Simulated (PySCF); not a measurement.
# Electron correlation in Ti²⁺ (titanium, charge +2)

[Ar] 3d1 4p1, one real determinant (an excited configuration). Calculation: PySCF 2.14, in aug-cc-pVDZ-DK; scalar relativity by spin-free X2C-1e. Frozen: [Ar]; 2 electrons correlated.

With two correlated electrons CCSD is exact within the correlated space (frozen core and kept virtual orbitals).

| level | correlation energy (mhartree) |
| --- | --- |
| CCSD | -2.16 |

Diagnostics: T1 = 0.0011, D1 = 0.0021, largest double amplitude 0.166.

The real determinant used has ⟨L²⟩ near 8 against 12 for a pure F term, so it mixes terms. A double-excitation amplitude exceeds 0.15, a sign of near-degeneracy.

Cost of the coupled-cluster step: of the order of 2.7 core-seconds, for 2 correlated electrons.

The reference is one real determinant that mixes LS terms of this configuration.
